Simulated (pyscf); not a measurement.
Structures and frequencies: ωB97X-D3(BJ)/def2-SVP in PySCF.

SMILES: [SiH3][Si]([SiH3])(F)C(F)(F)F
```xyz
14

F     -2.1480     0.6840    -0.6927
C     -1.6769    -0.1821    -1.6215
F     -1.3562     0.5428    -2.7100
F     -2.6921    -0.9928    -1.9618
Si    -0.1624    -1.1165    -0.8662
F      0.2133    -2.3251    -1.9042
Si    -0.8609    -1.9891     1.1793
Si     1.5795     0.4292    -0.7615
H      0.2221    -2.8479     1.7385
H     -1.1144    -0.8452     2.1012
H     -2.1053    -2.7874     0.9999
H      1.0835     1.6087     0.0041
H      1.9828     0.8407    -2.1344
H      2.7403    -0.1757    -0.0476
```
Charge 0, spin multiplicity 1.

How much does it cost (ΔH, 298 K, ωB97M-D3(BJ)/def2-TZVP) to split F–C(F)(F)–Si(F)(SiH₃)–SiH₃ at its C–Si bond into F–C•(F)–F + F–Si•(SiH₃)–SiH₃?

C–Si to F–C•(F)–F + F–Si•(SiH₃)–SiH₃: 82.4 kcal/mol. The 7 functionals that were run give +74.0 (PBE) to +82.4 kcal/mol (ωB97M-D3(BJ)). Other isomers of F–Si•(SiH₃)–SiH₃ were not searched in full and may lie lower.
